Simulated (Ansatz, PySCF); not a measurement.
Torsion C1–C2–C3–C4 in C4H10 (SMILES CCCC); at each angle all else is relaxed with GFN2-xTB, and the levels are single points there.
Geometry at 180° (charge 0, multiplicity 1):
```json
[
 {"atom": "C", "x (Å)": "-1.5383", "y (Å)": "-0.2526", "z (Å)": "0.4530"},
 {"atom": "C", "x (Å)": "-0.7257", "y (Å)": "0.5410", "z (Å)": "-0.5626"},
 {"atom": "C", "x (Å)": "0.7061", "y (Å)": "0.0234", "z (Å)": "-0.6772"},
 {"atom": "C", "x (Å)": "1.5189", "y (Å)": "0.8170", "z (Å)": "-1.6928"},
 {"atom": "H", "x (Å)": "-1.0828", "y (Å)": "-0.1894", "z (Å)": "1.4391"},
 {"atom": "H", "x (Å)": "-1.5873", "y (Å)": "-1.3012", "z (Å)": "0.1666"},
 {"atom": "H", "x (Å)": "-2.5532", "y (Å)": "0.1329", "z (Å)": "0.5185"},
 {"atom": "H", "x (Å)": "-0.7051", "y (Å)": "1.5931", "z (Å)": "-0.2685"},
 {"atom": "H", "x (Å)": "-1.2089", "y (Å)": "0.4810", "z (Å)": "-1.5407"},
 {"atom": "H", "x (Å)": "0.6855", "y (Å)": "-1.0286", "z (Å)": "-0.9714"},
 {"atom": "H", "x (Å)": "1.1893", "y (Å)": "0.0834", "z (Å)": "0.3009"},
 {"atom": "H", "x (Å)": "1.5692", "y (Å)": "1.8653", "z (Å)": "-1.4057"},
 {"atom": "H", "x (Å)": "1.0626", "y (Å)": "0.7550", "z (Å)": "-2.6786"},
 {"atom": "H", "x (Å)": "2.5333", "y (Å)": "0.4304", "z (Å)": "-1.7593"}
]
```

On the grid 0° to 180°, 0° is the highest and 180° the lowest point at MP2/CBS(cc-pVDZ, cc-pVTZ) + ΔCCSD(T)/cc-pVDZ.

Frozen-core correlation. CBS(a, b) extrapolates the correlation energy as X⁻³ and adds the Hartree–Fock energy of set b.

Codes used: Ansatz (Gaussian basis) for Hartree–Fock, density functionals and correlated methods; PySCF for the dispersion terms. Each number belongs to the level named beside it.

Question: What is the computed energy at 0° less that at 180° (PBE/def2-TZVPP)?

Answer: 23 kJ/mol

Ansatz is a first-principles code.
